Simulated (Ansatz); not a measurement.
Basis-set extrapolation for CH$_{3}$F$_{2}$NSi, SMILES `F/C=N/[SiH2]F` (PBE0-D4/def2-TZVP geometry, frozen core, Ansatz 0.2.0). Multiplicity 1, RHF reference.

|  | def2-TZVPP | def2-QZVPP |
| --- | --- | --- |
| HF | -582.095367 | -582.118312 |
| MP2 correlation | -0.967386 | -1.049763 |
| CCSD(T) correlation | -1.023591 | not run |

Energies in hartree. Use E(X) = E(∞) + A·exp(−7.88·√X) for Hartree–Fock and E(X) = E(∞) + B·X^(−2.97) for correlation, with X = 3 and 4, and add CCSD(T) minus MP2 of the smaller set to the MP2 limit.

What is the CCSD(T) energy at the basis-set limit?

HF limit: -582.118312 + (-0.022945) × 0.13774 = -582.12147. MP2 limit: -1.049763 + (-0.082377) × 0.74074 = -1.11078. Higher-order term: -1.023591 − (-0.967386) = -0.05620. Total: -583.28845 hartree, 106.4 kcal/mol below CCSD(T)/def2-TZVPP.
